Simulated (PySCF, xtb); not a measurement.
ClFGaH2N, SMILES [NH2][Ga]([F])[Cl]. Other conformers were not sampled.

Harmonic wavenumbers (cm⁻¹) from GFN2-xTB in xtb 6.7.1 at its own minimum, in rising order: 102, 139, 143, 227, 362, 451, 466, 592, 664, 1404, 3342, 3386.

Question: What does r2SCAN-D4/def2-SVP (PySCF) give at its own minimum? (Estimate from the structure and the level; the computed values follow.)

Answer: 85, 140, 176, 206, 372, 432, 703, 737, 767, 1502, 3599, 3717. Paired by order, the mean absolute difference is 106 cm⁻¹ and the zero-point energies are 16.1 and 17.8 kcal/mol.
